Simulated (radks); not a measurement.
The numbers below are computed, except where a source is named.
Valence configurations of N IV (all share [He]). Code: a radial shooting solver on a logarithmic mesh with Libxc functionals. Model: Dirac Kohn-Sham, BLYP, spin-unpolarised, spherical densities, point nucleus; open shells are shared between the two j in proportion to 2j + 1. Energies are relative to 2s2; eigenvalues in eV.

| valence | E (eV) | e(2p1/2) | e(2p3/2) | e(2s1/2) |
|---|---|---|---|---|
| 2s2 | 0.000 | - | - | -68.070 |
| 2p2 | 21.966 | -55.577 | -55.541 | - |
| 2s1.5 2p0.5 | 5.454 | -56.785 | -56.748 | -67.690 |
| 2s0.5 2p1.5 | 16.435 | -55.966 | -55.930 | -66.977 |
| 2s1 2p1 | 10.931 | -56.369 | -56.333 | -67.326 |

NIST lists [He] 2s2 as the ground configuration; this level of theory agrees among the configurations tried. The energies are those of spherical spin-averaged densities, not of single terms.
